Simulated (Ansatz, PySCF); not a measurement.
Gas-phase reaction R1 + R2 → P1 + P2, each structure at its B3LYP-D3(BJ)/def2-TZVP stationary point, reached from a drawn start (curvature not checked).
R1, SiCl4 (SMILES Cl[Si](Cl)(Cl)Cl) (charge 0, multiplicity 1):
| atom | x (Å) | y (Å) | z (Å) |
|---|---|---|---|
| Cl | -1.1913 | -1.2150 | -1.1116 |
| Si | 0.0000 | 0.0000 | 0.0000 |
| Cl | -0.7938 | 1.8705 | 0.0450 |
| Cl | 0.1299 | -0.7266 | 1.8937 |
| Cl | 1.8552 | 0.0711 | -0.8272 |
P1, Cl3FSi (SMILES F[Si](Cl)(Cl)Cl) (charge 0, multiplicity 1):
```xyz
5

F      0.01437     0.03724     1.64569
Si     0.00057     0.00146     0.06541
Cl     1.78382    -0.71784    -0.57001
Cl    -0.28908     1.88823    -0.61089
Cl    -1.50968    -1.20919    -0.53010
```
P2: HCl (SMILES Cl), charge 0, multiplicity 1.
R2: HF (SMILES F), charge 0, multiplicity 1.

P less R. No zero-point or thermal terms.

Cores are frozen in the correlated methods.

Codes used: Ansatz (an electronic-structure program); PySCF for the D3/D4 terms. Each number belongs to the level named beside it.

| level | reaction energy (kJ/mol) |
|---|---|
| HF/cc-pV(Q+d)Z | -71.6 |
| PBE-D3(BJ)/def2-TZVPP | -41.3 |
| BLYP-D3(BJ)/def2-TZVPP | -47.8 |
| BLYP-D4/def2-TZVPP | -49.6 |
| PBE0-D4/def2-TZVPP | -42.3 |
| CAM-B3LYP/def2-TZVPP | -63.0 |
| CAM-B3LYP-D3(BJ)/def2-TZVPP | ___ |
| B2PLYP-D3(BJ)/def2-TZVPP | ___ |
| CCSD(T)/cc-pV(Q+d)Z | ___ |

Question: Fill in the missing entries.

Answer: 
- CAM-B3LYP-D3(BJ)/def2-TZVPP, reaction energy (kJ/mol): -57.6
- B2PLYP-D3(BJ)/def2-TZVPP, reaction energy (kJ/mol): -50.1
- CCSD(T)/cc-pV(Q+d)Z, reaction energy (kJ/mol): -53.7
